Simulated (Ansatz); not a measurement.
Calculated with Ansatz (gas phase, PBE0-D4/def2-TZVP geometries, no zero-point term in ΔE). CCSD(T)/CBS is the MP2 limit (def2-TZVPP, def2-QZVPP) plus CCSD(T) − MP2 in def2-TZVPP, frozen cores. This one scheme is used for every species, atoms too. Functionals use def2-TZVPP. Open shells (•) are unrestricted, without spin–orbit coupling. Spin–orbit coupling would lower the free atoms: a little for Cl. Bonds to Ge are less sure, by a few kJ/mol each and by 10 to 20 or more in all where they break to atoms, as the def2 sets lack core-valence functions. Scalar relativity is left out up to krypton. One conformer a species, not always the lowest.

Consider the homolysis of the Cl–Ge bond: `[SH][Ge]([SH])([SH])[Cl]` → Cl• + `[SH][Ge]([SH])[SH]`•.

`[SH][Ge]([SH])([SH])[Cl]`:

Cartesian coordinates in Å:
```
S 1.282 1.744 0.445
Ge 0.039 -0.073 0.331
S -2.013 0.658 0.665
S 0.251 -1.237 -1.534
Cl 0.653 -1.493 1.825
H 2.426 1.038 0.434
H -2.555 -0.453 0.136
H -0.083 -0.185 -2.302
```

`[SH][Ge]([SH])[SH]`•:

Z-matrix (Å, degrees):
```
Ge
S 1 2.226
S 1 2.249 2 107.8
S 1 2.239 2 102.5 3 -119.2
H 2 1.344 1 93.0 3 -65.0
H 3 1.344 1 93.4 2 162.7
H 4 1.343 1 92.5 2 148.8
```

```csv
level,ΔE (kcal/mol),difference from CCSD(T)/CBS
PBE-D4,90.7,-4.5
ωB97X-V,95.1,-0.1
ωB97M-V,94.0,-1.2
PBE,88.5,-6.7
PBE0,90.1,-5.1
CCSD/def2-TZVPP,90.1,-5.1
CCSD(T)/def2-TZVPP,92.3,-2.9
HF/def2-QZVPP,68.7,-26.5
MP2/def2-QZVPP,100.5,5.3
MP2/CBS(def2),101.8,6.6
CCSD(T)/CBS,95.2,0
```

Largest T1 diagnostic among the species: 0.015.

In def2-TZVPP, CCSD(T) changes the Hartree–Fock value by +23.4 kcal/mol (the triples alone add +2.2 kcal/mol) and MP2 by +29.9 kcal/mol; breaking electron pairs costs correlation energy, which Hartree–Fock lacks. From PBE to PBE0 (25 % exact exchange), in def2-TZVPP and without D4, ΔE moves by +1.6 kcal/mol.

CCSD(T)/CBS has its own doubt, a few kJ/mol and more with outer-core shells, so smaller differences from it don't rank the levels.
